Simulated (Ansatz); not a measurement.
Basis-set series for `N=C([SiH3])CS`. Total charge 0; spin multiplicity 1. All single points use the PBE0-D4/def2-TZVP geometry. It is one conformer, not always the lowest.

| atom | x (Å) | y (Å) | z (Å) |
| --- | --- | --- | --- |
| N1 | 0.3615 | -0.1501 | -1.6502 |
| C2 | 0.1486 | 0.1089 | -0.4293 |
| Si3 | 1.3515 | 1.3042 | 0.4232 |
| C4 | -0.9836 | -0.4514 | 0.4080 |
| S5 | -2.0557 | -1.6535 | -0.4075 |
| H6 | -0.3552 | -0.8009 | -2.0013 |
| H7 | 2.0299 | 0.5912 | 1.5405 |
| H8 | 0.5810 | 2.4325 | 1.0147 |
| H9 | 2.3413 | 1.8030 | -0.5562 |
| H10 | -0.5888 | -0.8748 | 1.3352 |
| H11 | -1.6413 | 0.3699 | 0.7108 |
| H12 | -1.1890 | -2.6789 | -0.3880 |

```tsv
functional	basis	functions	energy (Eh)	HOMO (eV)	LUMO (eV)
PBE0-D4	def2-SVP	113	-822.09778	-7.29	-0.49
PBE0-D4	def2-TZVPP	275	-822.48851	-7.42	-0.74
ωB97M-V	def2-SVP	113	-822.39765	-9.52	1.80
ωB97M-V	def2-TZVPP	275	-822.79555	-9.66	1.48
```

(1) Give the rows for def2-QZVPP. (An estimate is asked.)

Answers

(1) Ansatz gave: 
```json
{"functional": "PBE0-D4", "basis": "def2-QZVPP", "functions": "521", "energy (Eh)": "-822.51808", "HOMO (eV)": "-7.45", "LUMO (eV)": "-0.80"}
{"functional": "ωB97M-V", "basis": "def2-QZVPP", "functions": "521", "energy (Eh)": "-822.82347", "HOMO (eV)": "-9.69", "LUMO (eV)": "1.28"}
```

Positive LUMOs are unbound and depend on the basis.
